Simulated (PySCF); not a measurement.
## Pr⁵⁷⁺: ionisation energy

Pr⁵⁷⁺ 1s2 (1S) → Pr⁵⁸⁺ 1s1 (2S), as a difference of total energies. Calculation: PySCF 2.14, in an even-tempered Gaussian basis (17 s from 140 bohr⁻², ratio 2.2; 7 p from 210 bohr⁻², ratio 2.4; 4 d from 620 bohr⁻², ratio 2.4; 3 f from 930 bohr⁻², ratio 2.4; 3 g from 1400 bohr⁻², ratio 2.4); the spin-free X2C one-electron Hamiltonian (Gaussian nucleus). Correlated levels: nothing frozen; virtual orbitals above 40 to 60 times the deepest correlated orbital energy dropped. The calculations carry no spin-orbit coupling.

| method | ionisation energy (eV) | difference from reference (eV) |
| --- | --- | --- |
| UHF | 48665.3 | +93.6 |
| MP2 (all electrons) | 48667.0 | +95.3 |
| SCS-MP2 (all electrons) | 48667.4 | +95.7 |
| CCSD (all electrons) | 48667.0 | +95.3 |

Reference: 48571.71 ± 0.05 eV (theoretical estimate listed by NIST; NIST Atomic Spectra Database, ionization energies).

For this ion Breit and QED terms and the two-electron picture change, all absent here, outweigh the differences among the correlated methods.

With two correlated electrons CCSD is exact in that space.
